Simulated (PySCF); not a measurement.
Spinor energies of Au⁺ (gold, charge +1)

Start: [Xe] 4f14 5d9 6s1; 5d3/2 filled at m_j = -3/2, -1/2, +1/2, +3/2; 5d5/2 filled at m_j = -3/2, -1/2, +1/2, +3/2, +5/2; 6s1/2 filled at m_j = +1/2. Calculated with PySCF 2.14 in x2c-TZVPall-2c (11s11p10d2f, 108 functions): generalised Hartree-Fock with the X2C-1e Hamiltonian and a Gaussian nucleus; spin-orbit coupling (SO) screened by Boettger's factors. This is a chosen level, not necessarily the ground level.

```tsv
spinor shell	electrons	ε, screened SO (eV)	weight of nominal j (screened SO)	rms radius, screened SO (bohr)
1s1/2	2	-81157.6	1.000	0.0190
2s1/2	2	-14477.3	1.000	0.0768
2p1/2	2	-13859.8	1.000	0.0651
2p3/2	4	-12018.7	1.000	0.0731
3s1/2	2	-3493.9	1.000	0.196
3p1/2	2	-3217.2	1.000	0.188
3p3/2	4	-2804.8	1.000	0.204
3d3/2	4	-2350.8	1.000	0.179
3d5/2	6	-2262.5	1.000	0.183
4s1/2	2	-804.14	1.000	0.433
4p1/2	2	-685.02	1.000	0.438
4p3/2	4	-584.76	1.000	0.471
4d3/2	4	-389.64	1.000	0.485
4d5/2	6	-370.26	1.000	0.497
5s1/2	2	-139.39	1.000	0.997
4f5/2	6	-117.32	0.999	0.544
5p1/2	2	-99.035	0.998	1.08
5p3/2	4	-80.939	0.999	1.18
5d3/2	4	-25.205	0.955	1.60
5d5/2	5	-22.975	0.963	1.67
6s1/2	1	-17.169	0.996	2.84
```

Where does 4f7/2 lie, and what is the 4f spin-orbit splitting (screened SO)?

At -113.46 eV, 3.863 eV above 4f5/2.

```
   quantity   screened SO
E (hartree)  -19026.50094
        M_J             3
       ⟨J²⟩        12.007
       ⟨L²⟩         6.174
       ⟨S²⟩         2.177
```

Each row is a mean over spinors that exchange with the open shell spreads, by up to 4.619 eV (5p3/2).

Breit and QED terms are absent; they matter most for the inner s and p1/2 levels.

Densities and radii are taken from the X2C orbitals without a picture-change correction, which distorts them close to the nucleus.
